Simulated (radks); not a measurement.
Values are calculated unless marked as measured or tabulated.
Problem. The mean radii <r> (bohr) of the occupied orbitals of an atom or ion are listed with their occupations. Code: a radial shooting solver on a logarithmic mesh with Libxc functionals. Model: scalar-relativistic Kohn-Sham, PBEsol, spin-polarised, spherical densities, finite nucleus; Fermi nuclear charge, rms radius of each element as measured or else 0.836 A^(1/3) + 0.57 fm.

orbital  occ.      <r>
1s          2  0.04410
2s          2   0.1960
2p          6   0.1712
3s          2   0.5729
3p          6   0.5867
3d         10   0.6140

Name the element and its charge. Open shells, if any, are filled with parallel spins first.

Solution. Z = 34, selenium, charge +6: Se6+ in [Ar] 3d10. The 1s radius gives Z: for a bare nucleus <r> = (2 gamma + 1)/(2Z) with gamma = sqrt(1 - (Z/c)^2), 0.0432 bohr for Z = 34, and screening makes it slightly larger (0.04410 here). The occupations add up to 28, and the charge is Z minus that.
